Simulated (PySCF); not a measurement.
MMg cations for M along group 15

CCSD(T) with double-zeta basis sets in PySCF, for the lowest determinant that a PBE0 search found; no spin–orbit coupling. De refers to high-spin ground-configuration atoms (the charge goes to the atom of lower measured ionisation energy or higher electron affinity, which is not always the lowest computed limit).

```csv
M,basis,"reference, frozen orbitals",charged atom,state (unpaired electrons),Re (Å),ωe (cm⁻¹),De (eV)
P,def2-SVP,"ROHF, 6",Mg+,triplet (π ↑↑),2.556,299,1.10
As,aug-pcseg-1,"ROHF, 10",Mg+,triplet (π ↑↑),2.674,241,1.05
Sb,x2c-SVPall,"ROHF, 19",Mg+,triplet (π ↑↑),2.837,226,1.36
Bi,def2-SVP,"ROHF, 5",Bi+,triplet (π ↑↑),2.905,209,n/a
```

The shortest bond is that of MgP⁺ (2.556 Å), the longest that of MgBi⁺ (2.905 Å).

The rows differ in basis set, which adds steps of its own.

Relativity is treated differently too: P no relativity; As no relativity; Sb spin-free X2C; Bi scalar-relativistic core potentials.

De is n/a where a free atom or ion gave no sound limit at this level.

Down a group bonds as a rule get longer and wavenumbers fall, partly through the reduced mass; this series shows no clear exception.

Correlated steps freeze the inner cores (5 to 19 orbitals); shallow outer-core shells are correlated. Correlated levels converge slowly with the basis: in double zeta they bind strong bonds too weakly, by up to about 1 eV, and carry superposition errors of some tenths. Spin–orbit coupling is left out, which matters for elements this heavy, above all for dissociation energies. For an ion De counts to the pair picked by the measured ionisation energies or electron affinities, which need not be the lowest pair at this level. States were picked by a PBE0 search and need not be the measured ground states.
